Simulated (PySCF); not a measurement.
A PySCF script (with the pyscf-properties extension) for the NMR shieldings of SMILES CS/C=C(/CF)C(F)F, C5H7F3S, on a GFN2-xTB geometry:

```python
import basis_set_exchange as bse
import numpy as np
from pyscf import gto, dft
from pyscf.prop import nmr

atoms = """
C     3.060411    0.109423   -0.566168
S     1.598871   -0.971453   -0.502412
C     0.401922    0.209339   -0.048894
C    -0.894833   -0.027666    0.148933
C    -1.870931    1.047386    0.540661
F    -1.259297    2.265527    0.661339
C    -1.507019   -1.387220   -0.000336
F    -2.496625   -1.379438   -0.933706
F    -2.106294   -1.783678    1.154657
H     3.231817    0.544352    0.413869
H     2.908315    0.880562   -1.315343
H     3.900288   -0.518328   -0.845393
H     0.786861    1.209849    0.071943
H    -2.655287    1.151258   -0.219520
H    -2.329962    0.815971    1.510044
H    -0.775835   -2.156939   -0.285845
"""
names = dict.fromkeys(["C", "S", "F", "H"], "pcSseg-1")
basis = {el: gto.basis.parse(bse.get_basis(n, elements=[el], fmt="nwchem")) for el, n in names.items()}
mol = gto.M(atom=atoms, basis=basis, charge=0, verbose=0)
mf = dft.RKS(mol, xc="PBE0")
mf.grids.level = 2
mf.grids.alignment = dft.numint.BLKSIZE   # the property module wants whole blocks of grid points
mf.conv_tol = 1e-9
mf.kernel()

calc = nmr.RKS(mf)   # GIAO
C = mf.mo_coeff
Co = C[:, mf.mo_occ > 0]
resp = mf.gen_response(singlet=True, hermi=2)
def vind(x):   # induced exchange potential for any number of trial vectors
    d = np.einsum("pi,xij,qj->xpq", C, 2 * x.reshape(-1, C.shape[1], Co.shape[1]), Co, optimize=True)
    return np.einsum("xpq,pi,qj->xij", resp(d - d.transpose(0, 2, 1)), C, Co, optimize=True).ravel()
mo1, _ = nmr.rhf.solve_mo1(calc, with_cphf=vind)
sigma = calc.kernel(mo1)
for i, s in enumerate(sigma):   # ppm
    print("%2d %-2s %9.2f" % (i, mol.atom_pure_symbol(i), np.trace(s) / 3))
```

Question: Give the expected output.

Answer: 
```
 0 C     164.65
 1 S     506.02
 2 C      47.89
 3 C      55.93
 4 C     102.89
 5 F     448.64
 6 C      69.26
 7 F     310.35
 8 F     310.42
 9 H      29.17
10 H      29.17
11 H      29.61
12 H      25.53
13 H      26.11
14 H      26.11
15 H      24.88
```

These numbers come from an equivalent density-fitted implementation of the same equations, which agrees with the script to about 0.01 ppm for H and up to a few tenths of a ppm for heavy atoms, so last digits may differ.

Question: Turn these shieldings into chemical shifts. Chemical shifts δ = σref − σ; $^{13}$C (186.93 ppm) and $^{1}$H (31.72 ppm) vs TMS; $^{33}$S (503.73 ppm) against CS2; $^{19}$F (170.95 ppm) against CFCl3, all at this level.

Answer: Averaging equivalent atoms: C 2: 139.0; C 3: 131.0; C 6: 117.7; C 4: 84.0; C 0: 22.3; S 1: -2; F 7/8: -139.4; F 5: -277.7; H 15: 6.83; H 12: 6.19; H 13/14: 5.60; H 9/10/11: 2.40 ppm. Unscaled 19F shifts against computed CFCl3 carry errors that often reach 10 to 50 ppm.

Size and cost of the density-fitted run: 195 basis functions, 28 s wall time on 1 thread of an Arm Neoverse V1, shared host; peak memory 0.85 GiB.
